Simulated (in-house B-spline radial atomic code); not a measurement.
Radial electron density of Eu II (Eu+), [Xe] 4f7 6s1. Method: scalar-relativistic (X2C) LDA PW92, spin-polarised, spherical fractional occupations, Fermi nucleus of rms radius 5.1115 fm. Calculated with an all-electron radial atomic-structure program (B-spline basis).

One-electron X2C: radii and densities carry no picture-change correction, so inner-shell <1/r> comes out high (for 1s by about 2 % at Z = 33, 5 % at 54, 10 % at 75, 30 % at 118) and <r> low.

Columns: r (bohr), 4πr²n(r) (electrons per bohr), bar.

```
0.000626    2.981 #
0.000785    4.176 ##
0.000984    5.821 ##
 0.00123    8.035 ###
 0.00155    11.14 ####
 0.00194    15.16 ######
 0.00243    20.43 ########
 0.00305     27.2 ###########
 0.00382    35.47 ##############
  0.0048    45.37 ##################
 0.00601    56.17 ######################
 0.00754    67.21 ###########################
 0.00946    76.94 ###############################
  0.0119    83.56 #################################
  0.0149    85.34 ##################################
  0.0186    82.33 #################################
  0.0234    76.58 ##############################
  0.0293    73.34 #############################
  0.0368    78.01 ###############################
  0.0461    91.49 ####################################
  0.0578    106.5 ##########################################
  0.0725    110.6 ############################################
  0.0909    99.03 #######################################
   0.114    84.68 ##################################
   0.143    85.49 ##################################
   0.179    96.42 ######################################
   0.225    90.75 ####################################
   0.282    62.46 #########################
   0.353    41.27 ################
   0.443    43.42 #################
   0.555    47.19 ###################
   0.696    36.02 ##############
   0.873    21.13 ########
    1.09    13.46 #####
    1.37    9.901 ####
    1.72    6.354 ###
    2.16    3.071 #
    2.71    1.241 
    3.39   0.5721 
    4.26   0.2974 
    5.34   0.1209 
    6.69  0.02944 
    8.39 0.003687 
    10.5 0.0002175 
    13.2 4.721e-06
```

On this grid the curve has 4 maxima, near 0.0149, 0.0725, 0.179, 0.555 bohr.

The 4f up radial function P(r) = rR(r), positive near the nucleus:

| r (bohr) | P |
| --- | --- |
| 0.0293 | 0.001353 |
| 0.0461 | 0.006364 |
| 0.0725 | 0.02679 |
| 0.114 | 0.09635 |
| 0.179 | 0.2787 |
| 0.282 | 0.6147 |
| 0.443 | 0.9558 |
| 0.696 | 1.011 |
| 1.09 | 0.7507 |
| 1.72 | 0.4044 |
| 2.71 | 0.1622 |
| 4.26 | 0.04566 |
| 6.69 | 0.006672 |
